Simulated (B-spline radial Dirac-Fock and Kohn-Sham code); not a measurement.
# Photoelectron lines of Pt⁵⁺ at 1030 eV

System: platinum as Pt⁵⁺, [Xe] 4f14 5d5.

These are calculated numbers from a radial atomic solver; the model is Dirac-Hartree-Slater photoionisation with all multipoles and Dirac-Fock thresholds. The asymmetry parameter β is from the dipole term alone. Kinetic energies are from the vacuum level. Open shells are spread statistically over j, without multiplet splitting.

```
subshell  electrons  binding (eV)  kinetic (eV)  σ (kb)     β
      4s          2         812.8         217.2    42.2  1.79
   4p1/2          2         696.6         333.4    40.6  0.97
   4p3/2          4         605.8         424.2     132  1.06
   4d3/2          4         415.5         614.5     183  0.81
   4d5/2          6         398.6         631.4     276  0.98
   4f5/2          6         153.8         876.2     268  0.96
   4f7/2          8         150.4         879.6       ?     ?
      5s          2         184.9         845.1    11.4  1.86
   5p1/2          2         144.7         885.3    10.1  1.48
   5p3/2          4         128.8         901.2    26.8  1.42
   5d3/2          2         75.14         954.9    11.7  1.11
   5d5/2          3         73.29         956.7    17.3  1.23
```

Problem. What are σ and β for 4f7/2?

Solution. σ = 343 kb, the largest of all subshells and 25 % of the total, and β = 0.97.
